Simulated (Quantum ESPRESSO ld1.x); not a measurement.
Values are calculated unless marked as measured or tabulated.
Question: The iron ion Fe10+, 16 electrons, occupied as [Ne] 3s2 3p4 (the NIST ground configuration). Level of theory: Dirac Kohn-Sham, relativistic LDA (MacDonald-Vosko exchange, VWN5 correlation), spin-unpolarised, spherical densities, point nucleus; open shells are shared between the two j in proportion to 2j + 1 (ld1.x of Quantum ESPRESSO 7.5).

Spin-orbit splittings of the eigenvalues, e(l+1/2) - e(l-1/2), with zeta = 2 splitting/(2l+1) and mean radii in bohr:

shell  occ.  splitting (eV)  zeta (eV)  <r> j=l-1/2  <r> j=l+1/2
2p        6           12.49      8.328       0.2326       0.2356
3p        4               ?          ?       0.7245       0.7300
3d        0          0.3525     0.1410       0.6968       0.6982
4p        0          0.6808     0.4538        1.544        1.552

Estimate the 3p splitting.

Answer: 2.204 eV (zeta = 1.469 eV).
